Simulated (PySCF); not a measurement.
Cl₃Ga, triplet, geometry from GFN2-xTB (such geometries of metal compounds can be far from the true shape) (a higher spin typed on purpose: for a closed-shell molecule this is an excited state). Base run: M062X/pcseg-1 run with PySCF.

Input for PySCF:
```python
from pyscf import gto, scf, dft

mol = gto.M(
    atom='''
Ga   -0.457680    0.063993    0.535484
Cl   -1.714038   -1.306597   -0.588626
Cl    0.691513    1.640169   -0.816953
Cl    1.857117   -0.450264    0.429109
''',
    basis='pcseg-1',
    charge=0,
    spin=2,
    verbose=4,
)

mf = dft.UKS(mol)
mf.xc = 'm062x'
mf.kernel()
mf.analyze()
```

The base run was repeated with changes; each row names its change, and settings that it needs were set with it.

```tsv
change	ΔE vs base (µEh)	SCF cycles	<S^2>
base	0.0	13	2.008
init_guess = mod_huckel	0.0	12	2.008
diis_space = 20	0.0	13	2.008
conv_tol_grad = 1e-7	0.0	19	2.008
DIIS = ADIIS	0.0	20	2.008
diis = off; damp = 0.3 (with mf.diis_start_cycle = 200; with mf.max_cycle = 150)	0.0	23	2.008
level_shift = 0.1 (with mf.max_cycle = 100)	0.0	15	2.008
diis = off; damp = 0.6 (with mf.diis_start_cycle = 200; with mf.max_cycle = 150)	0.0	37	2.008
init_guess = atom	0.0	13	2.008
init_guess = huckel	0.0	12	2.008
conv_tol_grad = 1e-3	0.0	13	2.008
solver = newton; init_guess = 1e	0.0	-	2.008
init_guess = vsap	0.0	14	2.008
```

Open shells are given as the SCF converged; they aren't shown to be the lowest states, and a large step between rows can be another state.
